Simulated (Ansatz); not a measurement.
Molecule: sum formula BN2H5Cl (charge +1, singlet). It need not be the lowest isomer of its formula. 
Structure (B3LYP-D3(BJ)/def2-TZVP (Ansatz, a quantum-chemistry and plane-wave program) minimum search):
SMILES: NB([NH3+])Cl
```xyz
9

B     -0.0932    -0.3560     0.0499
Cl    -0.1984     1.3567    -0.1767
N      1.3758    -0.9113     0.0887
N     -1.1256    -1.2402     0.1931
H      1.9057    -0.4609     0.8412
H      1.4444    -1.9224     0.2223
H     -1.0426    -2.2371     0.3245
H     -2.0859    -0.9249     0.1741
H      1.8666    -0.6778    -0.7800
```
Charge +1, spin multiplicity 1.

Basis-set convergence of Hartree-Fock and CCSD correlation energies (hartree) with Ansatz. Valence correlation only, unless marked. No spin-orbit coupling. No relativistic terms.

```tsv
basis	functions	E(HF)	E(corr, CCSD)
cc-pV(D+d)Z	90	-595.90898	-0.60419
cc-pV(T+d)Z	199	(withheld)	(withheld)
```

### Question
What belongs in the gaps?

### Answer

- cc-pV(T+d)Z, E(HF): -595.96541
- cc-pV(T+d)Z, E(corr, CCSD): -0.74959
